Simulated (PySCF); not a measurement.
Trend along group 13: MCs cations

PBE0 with double-zeta basis sets in PySCF, for the lowest determinant that a PBE0 search found; no spin–orbit coupling. De refers to high-spin ground-configuration atoms (the charge goes to the atom of lower measured ionisation energy or higher electron affinity, which is not always the lowest computed limit). A positive dipole points towards Cs; it is taken about the centre of mass and depends on that origin.

| M | basis | charged atom | state (unpaired electrons) | Re (Å) | ωe (cm⁻¹) | De (eV) | μ (D) |
| --- | --- | --- | --- | --- | --- | --- | --- |
| B | def2-SVP | Cs+ | doublet (σ ↑) | 3.796 | 111 | 0.25 | 0.06 |
| Al | def2-SVPD | Cs+ | doublet (σ ↑) | 4.338 | 69.9 | 0.43 | 0.26 |
| Ga | def2-SVP | Cs+ | doublet (σ ↑) | 4.294 | 48.3 | 0.40 | 4.05 |
| In | def2-SVP | Cs+ | doublet (σ ↑) | 4.410 | 41.5 | 0.44 | 6.16 |
| Tl | def2-SVP | Cs+ | doublet (σ ↑) | 4.462 | 35.1 | n/a | 8.88 |

The shortest bond is that of CsB⁺ (3.796 Å), the longest that of CsTl⁺ (4.462 Å).

The rows differ in basis set, which adds steps of its own.

Down a group the atoms grow and get heavier, so bonds lengthen and wavenumbers fall; the exceptions here are the shorter bond at Ga.

Weak bonds: CsAl⁺, CsB⁺, CsGa⁺, CsIn⁺. Basis-set superposition, not corrected here, can be much of De in a small basis, most of all at correlated wavefunction levels. Spin–orbit coupling is left out, which matters for elements this heavy, above all for dissociation energies. For an ion De counts to the pair picked by the measured ionisation energies or electron affinities, which need not be the lowest pair at this level. States were picked by a PBE0 search and need not be the measured ground states.
